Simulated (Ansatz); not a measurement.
Task: Name a neutral molecule of Al, C, F and H with size of the dipole moment (PBE/def2-TZVPP) between 1.40 and 1.70 D and ideal-gas entropy at 298 K and 1 bar (rigid rotor, harmonic PBE0-D4/def2-TZVP) between 315 and 331 J/(mol·K) (Ansatz, PBE0-D4/def2-TZVP geometry).

Result: `C[CH](F)[AlH2]` (1.51 D, 329 J/(mol·K)); `FC[C]1=[CH][AlH]1` (1.55 D, 323 J/(mol·K)); `F/C=[C](\F)[AlH2]` (1.61 D, 329 J/(mol·K)). Other molecules can fit too; these were computed, each in one conformer that needn't be the lowest.
